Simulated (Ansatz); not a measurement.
Computed with Ansatz on PBE0-D4/def2-TZVP structures; ΔE is electronic, products minus reactants. CCSD(T)/CBS is the MP2 limit (def2-TZVPP, def2-QZVPP) plus CCSD(T) − MP2 in def2-TZVPP, frozen cores. DFT in def2-TZVPP. Elements past krypton have def2 core potentials. For In outer-core shells are correlated without core-valence functions, which leaves a few kJ/mol of doubt a bond. Each species was taken in one conformer, which may not be the lowest.

`NC([SiH3])S[SiH3]` + `[OH][In]([Cl])[O][SiH3]` → `[SiH3][O][In]([Cl])[O][SiH3]` + `NC([SiH3])S`  (ligand exchange at the Si–S bond)

(1) Is it downhill or uphill in electronic energy at CCSD(T)/CBS, and by how much? (Estimate.)

(2) What do these levels give: ωB97M-V, PBE, PBE0, HF/def2-TZVPP, HF/def2-QZVPP, MP2/CBS(def2)? (An estimate is asked.)

Largest T1 diagnostic among the species: 0.015.

## Answers

(1) Ansatz gave: Downhill: ΔE = -0.44 eV.

(2) Ansatz gave: ωB97M-V -0.42, PBE -0.21, PBE0 -0.31, HF/def2-TZVPP -0.74, HF/def2-QZVPP -0.76, MP2/CBS(def2) -0.41 eV.

From PBE to PBE0 (25 % exact exchange), in def2-TZVPP and without D4, ΔE moves by −0.10 eV. In def2-TZVPP, CCSD(T) changes the Hartree–Fock value by +0.27 eV (the triples alone add +0.06 eV) and MP2 by +0.29 eV.
